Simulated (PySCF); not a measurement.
# Computed records: ClGeH4OSi

Calculation on a computer-drawn molecule: optimised geometry and harmonic frequencies of an isolated molecule of the commonest isotopes, restricted reference for singlets and unrestricted otherwise, frozen core in MP2; on germanium a core potential holds 10 electrons, which the energies leave out, and 3d is frozen in MP2 and coupled-cluster steps. Program: PySCF 2.14.0.

### ClGeH4OSi

Start structure:
```xyz
8
ClGeH4OSi
O      1.3946     0.2781     0.0905
Ge     0.4258    -0.4091     1.4845
Si     0.8141    -2.7586     1.3863
Cl    -0.1443    -3.5929     2.9357
H      1.2352    -0.0844    -0.8432
H      0.8498     0.5280     2.5055
H     -1.0172    -0.0198     1.0599
H      2.3156    -3.0664     1.7099
```

It was run with charge 0, multiplicity 2, method HF, basis cc-pV(D+d)Z and basis and core potential on germanium cc-pVDZ-PP ECP10MDF.

It finds rotational constants 8.269, 1.097, 0.9909 GHz; total energy -1119.0447 hartree; spin squared 0.7573; convergence status largest gradient component 1.704e-05 hartree/bohr.

Drawn bonds:
```tsv
atom	other atom	order
1	2	1
2	3	1
3	4	1
1	5	1
2	6	1
2	7	1
3	8	1
```

Optimised structure:
```xyz
8
ClGeH4OSi
O      1.4191     0.3018    -0.0240
Ge     0.4786    -0.3736     1.3360
Si     0.9347    -2.7368     1.4747
Cl    -0.3198    -3.6005     2.9031
H      1.0885     0.0958    -0.8863
H      0.9662     0.3976     2.5590
H     -1.0188    -0.1501     1.1016
H      2.3252    -3.0592     1.8649
```

Modes:
```tsv
frequency (cm⁻¹)	reduced mass (dalton)
38.77	5.889
88.27	10.96
176.4	16.32
183.4	1.064
368.8	8.302
406.5	1.123
545.4	16.4
603.7	1.185
715.2	1.382
724.1	2.658
788	1.142
849	1.089
935.6	1.026
965.6	1.118
2224	1.02
2250	1.019
2310	1.043
4158	1.067
```
